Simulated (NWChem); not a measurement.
System: BeClF; SMILES [F][Be][Cl]

Here is an NWChem input.

```
start job
memory heap 200 mb stack 900 mb global 1100 mb
geometry units angstroms noautosym nocenter noautoz
  Be     0.000000     0.000000     0.599777
  F      0.000000     0.000000     1.974653
  Cl     0.000000     0.000000    -1.208382
end
basis spherical
  * library def2-svpd
end
dft
  xc b3lyp
  iterations 150
end
tddft
  nroots 8
end
task tddft energy
```

Parts of the log:

```
             Northwest Computational Chemistry Package (NWChem) 7.3.0
             --------------------------------------------------------

                             Geometry "geometry" -> ""
                             -------------------------

 Output coordinates in angstroms (scale by  1.889725989 to convert to a.u.)

  No.       Tag          Charge          X              Y              Z
 ---- ---------------- ---------- -------------- -------------- --------------
    1 Be                   4.0000     0.00000000     0.00000000     0.59977700
    2 F                    9.0000     0.00000000     0.00000000     1.97465300
    3 Cl                  17.0000     0.00000000     0.00000000    -1.20838200

 Effective nuclear repulsion energy (a.u.)      59.1931445872

                                 NWChem DFT Module
                                 -----------------

 Summary of "ao basis" -> "ao basis" (spherical)
 ------------------------------------------------------------------------------
       Tag                 Description            Shells   Functions and Types
 ---------------- ------------------------------  ------  ---------------------
 Be                        def2-svpd                 6       12   3s3p
 F                         def2-svpd                 9       23   4s3p2d
 Cl                        def2-svpd                11       27   5s4p2d

            General Information
            -------------------
          SCF calculation type: DFT
          Wavefunction type:  closed shell.
          No. of atoms     :     3
          No. of electrons :    30
           Alpha electrons :    15
            Beta electrons :    15
          Charge           :     0
          Spin multiplicity:     1
          Use of symmetry is: off; symmetry adaption is: off
          Maximum number of iterations: 150
          AO basis - number of functions:    62
                     number of shells:    26
          Convergence on energy requested:  1.00D-06
          Convergence on density requested:  1.00D-05
          Convergence on gradient requested:  5.00D-04

              XC Information
              --------------
                         B3LYP Method XC Potential
                     Hartree-Fock (Exact) Exchange  0.200
                        Slater Exchange Functional  0.800 local
                    Becke 1988 Exchange Functional  0.720 non-local
              Lee-Yang-Parr Correlation Functional  0.810
                  VWN I RPA Correlation Functional  0.190 local

             Grid Information
             ----------------
          Grid used for XC integration:  medium
          Radial quadrature: Mura-Knowles
          Angular quadrature: Lebedev.
          Tag              B.-S. Rad. Rad. Pts. Rad. Cut. Ang. Pts.
          ---              ---------- --------- --------- ---------
          Be                  1.05       49          11.0       434
          F                   0.50       49          12.0       434
          Cl                  1.00       88          11.0       590
          Grid pruning is: on
          Number of quadrature shells:   186
          Spatial weights used:  Erf1

      Superposition of Atomic Density Guess
      -------------------------------------

 Sum of atomic energies:        -573.18055459

      Non-variational initial energy
      ------------------------------

 Total energy =    -573.563005
 1-e energy   =    -909.628255
 2-e energy   =     276.872105
 HOMO         =      -0.477127
 LUMO         =      -0.040767

[...]

                                NWChem TDDFT Module
                                -------------------

            General Information
            -------------------
           No. of orbitals :     124
            Alpha orbitals :      62
             Beta orbitals :      62
        Alpha frozen cores :       0
         Beta frozen cores :       0
     Alpha frozen virtuals :       0
      Beta frozen virtuals :       0
         Spin multiplicity :       1
    Number of AO functions :      62
        Use of symmetry is : off
      Symmetry adaption is : off
         Schwarz screening :  0.10D-07

              XC Information
              --------------
                  B3LYP Method XC Potential
              Hartree-Fock (Exact) Exchange   0.20
                 Slater Exchange Functional   0.80 local
             Becke 1988 Exchange Functional   0.72 non-local
       Lee-Yang-Parr Correlation Functional   0.81
           VWN I RPA Correlation Functional   0.19 local

             TDDFT Information
             -----------------
          Calculation type : TDDFT
         Wavefunction type : Restricted singlets & triplets
          No. of electrons :      30
           Alpha electrons :      15
            Beta electrons :      15
              No. of roots :       8
          Max subspacesize :    5600
            Max iterations :     100
               Target root :       1
           Target symmetry : none
      Symmetry restriction : off
                 Algorithm : Optimal
        Davidson threshold :  0.10D-03

    8 smallest eigenvalue differences (eV)
--------------------------------------------------------
  No. Spin  Occ  Vir  Irrep   E(Occ)    E(Vir)   E(Diff)
--------------------------------------------------------
    1    1   15   16 a        -0.353    -0.034     8.685
    2    1   14   16 a        -0.353    -0.034     8.685
    3    1   15   17 a        -0.353    -0.003     9.540
    4    1   14   17 a        -0.353    -0.003     9.540
    5    1   15   18 a        -0.353    -0.003     9.540
    6    1   14   18 a        -0.353    -0.003     9.540
    7    1   15   19 a        -0.353     0.027    10.343
    8    1   14   19 a        -0.353     0.027    10.343
--------------------------------------------------------

  Entering Davidson iterations
  Restricted singlet excited states

  Iter   NTrls   NConv    DeltaV     DeltaE      Time
  ----  ------  ------  ---------  ---------  ---------
    1      8       0     0.29E+00   0.10+100        5.5
    2     24       0     0.50E-01   0.25E-01        7.7
    3     40       0     0.21E-01   0.14E-02        7.8
    4     56       0     0.10E-01   0.24E-03        7.8
    5     72       1     0.29E-02   0.35E-04        7.8
    6     86       3     0.14E-02   0.32E-05        7.3
    7     96       5     0.62E-03   0.47E-06        6.2
    8    102       7     0.24E-03   0.88E-07        4.9
    9    104       7     0.11E-03   0.12E-07        3.9
   10    106       8     0.81E-04   0.26E-08        3.8
  ----  ------  ------  ---------  ---------  ---------
  Convergence criterion met

  Ground state a        -574.739325881566 a.u.

  ----------------------------------------------------------------------------
  Root   1 singlet a              0.279526803 a.u.                7.6063 eV
  ----------------------------------------------------------------------------
     Transition Moments    X  0.14539   Y -0.53039   Z -0.00000
     Dipole Oscillator Strength                    0.0563614728
     Electric Quadrupole                           0.0000001050
     Magnetic Dipole                               0.0000004801
     Total Oscillator Strength                     0.0563620579

     Occ.   14  a   ---  Virt.   16  a    0.97725 X
     Occ.   15  a   ---  Virt.   16  a    0.19878 X
  ----------------------------------------------------------------------------
  Root   2 singlet a              0.279526803 a.u.                7.6063 eV
  ----------------------------------------------------------------------------
     Transition Moments    X  0.53039   Y  0.14539   Z -0.00000
     Dipole Oscillator Strength                    0.0563614728
     Electric Quadrupole                           0.0000001050
     Magnetic Dipole                               0.0000004801
     Total Oscillator Strength                     0.0563620579

     Occ.   14  a   ---  Virt.   16  a    0.19878 X
     Occ.   15  a   ---  Virt.   16  a   -0.97725 X
  ----------------------------------------------------------------------------
  Root   3 singlet a              0.303652427 a.u.                8.2628 eV
  ----------------------------------------------------------------------------
     Transition Moments    X -0.00000   Y -0.00000   Z  0.00000
     Dipole Oscillator Strength                    0.0000000000
     Electric Quadrupole                           0.0000000000
     Magnetic Dipole                               0.0000000000
     Total Oscillator Strength                     0.0000000000

     Occ.   14  a   ---  Virt.   17  a    0.66200 X
     Occ.   14  a   ---  Virt.   18  a    0.21886 X
     Occ.   14  a   ---  Virt.   20  a   -0.10304 X
     Occ.   15  a   ---  Virt.   17  a   -0.21886 X
     Occ.   15  a   ---  Virt.   18  a    0.66200 X
     Occ.   15  a   ---  Virt.   21  a   -0.10304 X
  ----------------------------------------------------------------------------
  Root   4 singlet a              0.304970959 a.u.                8.2987 eV
  ----------------------------------------------------------------------------
     Transition Moments    X  0.00000   Y  0.00000   Z -0.00000
     Dipole Oscillator Strength                    0.0000000000
     Electric Quadrupole                           0.0000000526
     Magnetic Dipole                               0.0000000000
     Total Oscillator Strength                     0.0000000526

[...]
```

Level: B3LYP/def2-SVPD, full TDDFT. All runs use the structure optimised with B3LYP/6-31G* (spherical d). B3LYP is NWChem's, with the RPA form of VWN correlation.
